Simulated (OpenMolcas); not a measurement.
**Sb II: CASPT2 settings compared**

```json
{
  "Program": "OpenMolcas",
  "Basis": "ANO-RCC-VQZP [8s7p5d3f2g]",
  "Scalar Hamiltonian": "X2C, point nucleus",
  "Active space": "4 electrons in 4 orbitals (5s 5p)",
  "State averaging": "2S+1 = 3 even, 3 roots; 2S+1 = 1 even, 6 roots; 2S+1 = 5 odd, 1 root; 2S+1 = 3 odd, 8 roots; 2S+1 = 1 odd, 5 roots (0 in the spin-orbit step)",
  "Spin-orbit coupling": "state interaction with AMFI integrals over the reference wave functions, term energies averaged over their components"
}
```

Methods on the same reference wave functions:
A. CASSCF
B. SS-CASPT2, IPEA 0.15 Eh, real shift 0.15 Eh (closed shells correlated: 4s 4p 4d)
C. SS-CASPT2, IPEA 0.4 Eh, no level shift (closed shells correlated: 4d)
D. SS-CASPT2, IPEA 0.6 Eh, imaginary shift 0.05 Eh (closed shells correlated: 4d)

Energies in cm⁻¹ above 5s² 5p² ³P₀, the measured ground level; measured values from NIST Handbook of Basic Atomic Spectroscopic Data.

| Level | A | B | C | D | Measured |
| --- | --- | --- | --- | --- | --- |
| 5s² 5p² ³P₀ | 0.0 | 0.0 | 0.0 | 0.0 | 0.0 |
| 5s² 5p² ³P₁ | 2611 | 2610 | 2610 | 2620 | 3055 |
| 5s² 5p² ³P₂ | 5246 | 4960 | 4920 | 4900 | 5658 |
| 5s² 5p² ¹D₂ | 14360 | 11690 | 11400 | 11260 | 12790 |
| 5s² 5p² ¹S₀ | 23362 | 23430 | 23280 | 23190 | 23906 |
| 5s 5p³ ⁵S°₂ | 39206 | 51120 | 49980 | 49700 | 51723 |
| 5s 5p³ ³D°₂ | 71160 | 65490 | 66600 | 68020 | 66502 |
| 5s 5p³ ³D°₁ | 71479 | 65740 | 66860 | 68290 | 66292 |
| 5s 5p³ ³D°₃ | 71946 | 66110 | 67240 | 68690 | 67888 |
| 5s 5p³ ³P°₀ | 81471 | 78350 | 79050 | 79900 | 76858 |

Deviations, from unrounded energies. A percentage is the sum of absolute deviations over the sum of measured energies, with the sign that they share, or ± where signs differ.

```csv
Against measurement,Levels,A,B,C,D
mean absolute deviation (cm-1),9,3800,910,940,1400
fine structure of the ground term (%),2,-9.8,-13.2,-13.6,-13.8
other terms of the ground configuration (%),2,±5.8,-4.3,-5.5,-6.1
other configurations (%),5,±9.4,±1.7,±1.6,±2.8
```

B, C lie about equally close to measurement and A furthest from it. The largest miss of B in the table is 5s 5p³ ³D°₃, by -1800 cm-1. The ranking rests on the paired levels alone, and a cruder setting can come out closer through cancelling errors.

Among B to D the level of the table that moves most is 5s 5p³ ³D°₃, by 2600 cm-1 (lowest in B, highest in D). Moves below CASPT2's spread within the term are not significant.

The mean deviations of B to D differ by less than CASPT2's widest spread within a term (960 cm-1), so their order carries little weight.

From A to B the spin-free energies of the other terms of 5s² 5p² shown, above ³P, scale by factors of 0.69 to 1.00.

The lowest spin-free term lies below A's lowest term by 0.743 hartree in B, 0.504 hartree in C, 0.499 hartree in D.

CASPT2 breaks the degeneracy within a term, and the mean is taken; among the terms shown or strongly mixed into the levels shown the widest spread is 960 cm-1 (5s 5p³ ³D°, D). Over all roots computed the reference weight is 0.85 to 0.92 in B, 0.84 to 0.94 in C, 0.87 to 0.94 in D; the roots of lowest weight are the least certain, and an intruder state may touch them. Some high roots are left out of the spin-orbit mixing, which shifts the levels that they would mix with. Terms of s pⁿ other than that of highest spin mix with s² pⁿ⁻² d, which this space lacks; all of them can be thousands of cm-1 off, and some have no real level of that name. Computed and measured levels are paired by configuration, term and J; levels that our copy of the source lacks, or whose pairing is in doubt (as where it misses far off the trend of its configuration), stay unpaired and out of the deviations. Only configurations of the active space appear. The table leaves out levels that lie high or whose names do not pair safely across all columns.

° marks odd parity.
